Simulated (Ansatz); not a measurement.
Saddle point of SiH5ClF2, singlet (SiH₃Cl ([SiH3][Cl]) + HF + HF → SiH₃F ([F][SiH3]) + HCl + HF; bonds formed: Si1–F7, Cl2–H8, H6–F9; bonds broken: Si1–Cl2, H6–F7, H8–F9), PBE0-D4/def2-TZVP structure:

```csv
atom,x (Å),y (Å),z (Å)
Si1,-0.3129,1.0110,-0.5456
Cl2,1.7053,-0.2957,-0.3062
H3,-0.8164,0.2349,-1.6922
H4,-1.3874,1.8672,0.0266
H5,0.6950,2.0282,-0.9349
H6,-0.3870,-1.1022,1.0215
F7,-0.8364,-0.1157,0.8466
H8,1.0466,-1.5564,0.5099
F9,0.2932,-2.0713,1.0744
```

Energies are electronic, without zero-point energy. Barriers and step energies count from the start structure reached by relaxing down the imaginary mode; all methods use the PBE0-D4 structures, on which another method's saddle can fall below an end. Program: Ansatz 0.2.0. Basis: def2-TZVPP, with def2-QZVPP for the basis limit. Cores are frozen in the correlated methods. B3LYP uses VWN-RPA correlation. Extrapolation: Hartree–Fock as exp(−7.88 √X), correlation as X^−2.97.

```
      method  barrier (eV)  step energy (eV)
       SPW92         0.395            -0.175
      PBE-D4         0.886            -0.193
     BLYP-D4         1.019            -0.313
   r2SCAN-D4         0.942            -0.284
      B97M-V         1.184            -0.351
     PBE0-D4             ?            -0.213
    B3LYP-D4             ?            -0.325
  r2SCAN0-D4             ?            -0.278
    BHLYP-D4         1.328            -0.363
CAM-B3LYP-D4         1.104            -0.370
     wB97X-V         1.166            -0.308
     wB97M-V         1.118            -0.294
      B2PLYP         1.210            -0.343
    PBE-QIDH         1.195            -0.257
  RPA on PBE         1.235            -0.374
          HF         1.908            -0.469
         MP2         1.227            -0.299
        CCSD         1.392            -0.360
     CCSD(T)         1.281            -0.334
```

Q: Fill in the withheld barriers. (To be estimated.)

A: By the calculation: B3LYP-D4 1.137; r2SCAN0-D4 1.081; PBE0-D4 1.067 eV. Each is the energy of the saddle less that of the start structure, by the same method.

For comparison, the barrier by CCSD(T) at an estimated basis limit (MP2 extrapolated from triple and quadruple zeta, plus CCSD(T) − MP2 in triple zeta) is 1.286 eV.

No T1 diagnostic of these runs exceeds 0.011.

Labels in which every atom is bracketed show which atoms are joined, not bond orders.

For scale, one of the runs: CCSD(T)/def2-TZVPP, 216 basis functions, launched by `ansatz run in.yaml --threads 4 --pin off --events-out ev --progress --plain --max-ram 9574MiB`. Time: 84 s of wall clock on 4 CPU threads of an Intel Xeon; the host was shared. Peak host memory: 3.2 GiB.
